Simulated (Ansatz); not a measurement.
CH₅ClO₂Ti, SMILES `[CH3][Ti]([OH])([OH])[Cl]` at its PBE0-D4/def2-TZVP geometry, where that method's forces vanish. Charge 0, multiplicity 1.

```xyz
10

C    -1.0352   -0.4958   -0.9379
Ti    0.2557    0.0352    0.5658
O     1.8754   -0.1313   -0.1252
O    -0.1647    1.7165    0.9657
Cl   -0.1199   -1.3755    2.2315
H    -0.8506   -1.5342   -1.2263
H    -2.0610   -0.3886   -0.5740
H    -0.8812    0.1584   -1.8004
H     2.7273   -0.5614   -0.0711
H     0.2543    2.5769    0.9720
```

Problem. What forces (eV/Å) does PBE-D4/def2-TZVPP give on these atoms in Ansatz? (Estimate.)

Solution. Ansatz gave: 
```
C1  -0.047 -0.009 -0.070
Ti2 -0.117 -0.259  0.141
O3   0.050  0.157 -0.251
O4  -0.364  0.084  0.127
Cl5 -0.037 -0.142  0.189
H6   0.036 -0.196 -0.061
H7  -0.197  0.024  0.064
H8   0.017  0.118 -0.176
H9   0.436 -0.209  0.034
H10  0.224  0.432  0.001
```
